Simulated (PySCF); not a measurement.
Compound: C7H9ClN (charge +1).
Structure used (PBE0-D3(BJ)/def2-SVP), in Å, numbered top down from 1:
```
atom  x, y, z in Å
C1     2.511    0.150    0.153
C2     1.468   -0.158   -0.928
C3     0.079   -0.070   -0.394
C4    -0.680    1.103   -0.533
C5    -1.953    1.195   -0.009
N6    -2.471    0.141    0.645
C7    -1.802   -1.010    0.820
C8    -0.519   -1.140    0.313
Cl9    0.303   -2.616    0.558
H10    2.442   -0.556    0.993
H11    2.392    1.170    0.546
H12    3.519    0.066   -0.276
H13    1.573    0.546   -1.766
H14    1.634   -1.172   -1.323
H15   -0.265    1.959   -1.068
H16   -2.579    2.085   -0.095
H17   -3.413    0.214    1.027
H18   -2.303   -1.813    1.363
```

The closed-shell ground state was solved at several levels (PySCF, density fitting, gas phase, non-relativistic).

| level | basis functions | HOMO (eV) | LUMO (eV) | gap (eV) |
| --- | --- | --- | --- | --- |
| CAM-B3LYP/def2-SVPD | 259 | -13.53 | -5.67 | 7.86 |
| HF/pcSseg-1 | 205 | -14.53 | -3.17 | 11.36 |

Question: Estimate the row for PBE0/pcSseg-1, a basis of 205 functions; the other rows only guide the guess.

Answer: HOMO -12.37 eV, LUMO -6.78 eV, gap 5.59 eV.

Question: Over all these levels, which gives the widest orbital gap and which the narrowest?

Answer: HF/pcSseg-1 (Hartree–Fock, all exact exchange) has the widest, 11.36 eV, and PBE0/pcSseg-1 (global hybrid, 25 % exact exchange) the narrowest, 5.59 eV. The two share the basis. From the narrowest to the widest the HOMO moves by -2.16 eV and the LUMO by +3.61 eV. The HOMO need not be the same orbital at Hartree–Fock and at DFT levels.

One conformer stands for the species.
